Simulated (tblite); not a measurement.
C9H13F.
SMILES with atom numbers: `[F:1][C:2]1=[C:3]=[CH:4][CH2:5][CH2:6][CH2:7][CH2:8][CH2:9][CH2:10]1` (hydrogens: H11 on C4; H12, H13 on C5; H14, H15 on C6; H16, H17 on C7; H18, H19 on C8; H20, H21 on C9; H22, H23 on C10)

Cartesian coordinates in Å at the GFN2-xTB level; atoms count from 1:
```
atom  x, y, z in Å
F1     1.3601   -2.8199   -0.8756
C2     0.8387   -1.8666   -0.0460
C3     1.4929   -0.7691    0.1905
C4     2.0006    0.4036    0.4200
C5     1.6792    1.6179   -0.4122
C6     0.2162    2.0641   -0.2735
C7    -0.7842    0.9813   -0.7004
C8    -1.3564    0.1706    0.4736
C9    -1.6291   -1.2988    0.1239
C10   -0.4907   -2.2373    0.5485
H11    2.6848    0.5432    1.2475
H12    2.3332    2.4400   -0.1175
H13    1.8713    1.3923   -1.4640
H14    0.0866    2.9491   -0.9000
H15    0.0187    2.3627    0.7579
H16   -0.2899    0.3117   -1.4041
H17   -1.6137    1.4479   -1.2358
H18   -0.6659    0.2040    1.3167
H19   -2.2849    0.6422    0.8019
H20   -1.8037   -1.3942   -0.9492
H21   -2.5343   -1.6366    0.6328
H22   -0.7226   -3.2573    0.2364
H23   -0.4117   -2.2239    1.6389
```

All values are computed: GFN2-xTB (tblite) harmonic vibrations without scaling, gas phase. This tight-binding method is rough: wavenumbers can miss measured ones by several per cent, in bad cases by 10 to 20. One conformer, not necessarily the lowest.

Harmonic wavenumbers (cm⁻¹): 76.3, 115.1, 136.1, 177.6, 204.7, 299.7, 314.3, 328.5, 372.4, 392.9, 472.8, 513.6, 542.8, 579.9, 724.7, 773.9, 790.2, 848.5, 881.4, 897.0, 908.8, 991.4, 1001.2, 1032.2, 1064.3, 1073.2, 1113.6, 1125.4, 1133.6, 1160.7, 1170.5, 1208.6, 1222.3, 1238.2, 1239.2, 1280.7, 1314.2, 1320.1, 1327.8, 1342.1, 1353.6, 1378.2, 1443.3, 1462.3, 1478.7, 1488.1, 1491.8, 1496.6, 1498.0, 2072.7, 2958.0, 2960.9, 2964.3, 2970.6, 2974.9, 2982.6, 2986.3, 2990.1, 2992.6, 2995.9, 3000.9, 3010.3, 3026.8.

A = 1784, B = 1149, C = 795.5 MHz; mass 140.100 u (most abundant isotopes); point group C1, symmetry number 1.

Task: Zero-point energy?

Result: Half the sum of the wavenumbers: 43344 cm⁻¹ = 518.51 kJ/mol.

Task: Give the ideal-gas entropy at 298.15 K and 1 bar in the rigid-rotor, harmonic-oscillator model (classical rotation).

Result: Translation 170.49, rotation 124.13, vibration 106.10: S = 400.7 J/(mol K).

Task: And Cp and H(298.15 K) − H(0)?

Result: Cp = 165.88 J/(mol K), of which vibrations give 132.62 (their classical limit is 63 R = 523.8); H(298.15 K) − H(0) = 28.11 kJ/mol without the zero-point energy, 18.20 from vibrations.

Task: Which modes carry the vibrational entropy at 298.15 K?

Result: 76.3 cm⁻¹: 16.67; 115.1 cm⁻¹: 13.31; 136.1 cm⁻¹: 11.96; 177.6 cm⁻¹: 9.85; 204.7 cm⁻¹: 8.75; 299.7 cm⁻¹: 5.94 J/(mol K); the other 57 give 39.64 together.

Task: Blend soft modes into free rotors: weight 1/[1 + (100 cm⁻¹/ν̃)⁴] for the oscillator and the rest for a rotor with moment μB/(μ + B), μ = h/(8π²ν), B = 10⁻⁴⁴ kg m². What vibrational entropy results?

Result: 102.49 J/(mol K) in place of 106.10, which changes −T·S at 298.15 K by +1.08 kJ/mol.

Task: How do the functions run with temperature in this model?

Result: 
| T (K) | S (J/(mol K)) | Cp (J/(mol K)) | H − H(0) (kJ/mol) | G − H(0) (kJ/mol) | ln q(vib) |
| --- | --- | --- | --- | --- | --- |
| 50 | 241.2 | 47.5 | 1.88 | -10.18 | 0.18 |
| 100 | 281.6 | 71.6 | 4.87 | -23.29 | 0.95 |
| 373.15 | 442.2 | 205.4 | 42.04 | -122.98 | 7.30 |
| 500 | 511.0 | 265.9 | 72.05 | -183.46 | 10.63 |
| 750 | 636.5 | 352.3 | 150.13 | -327.23 | 17.35 |
| 1000 | 746.1 | 408.5 | 245.70 | -500.37 | 23.90 |

q(vib) and H(0) count from the zero-point level.

Hindered rotation and anharmonicity are outside this model. Other conformers, if any are populated, would add a mixing term that is left out. The structure is chiral; the term R ln 2 for an equal mix with its mirror image is left out.
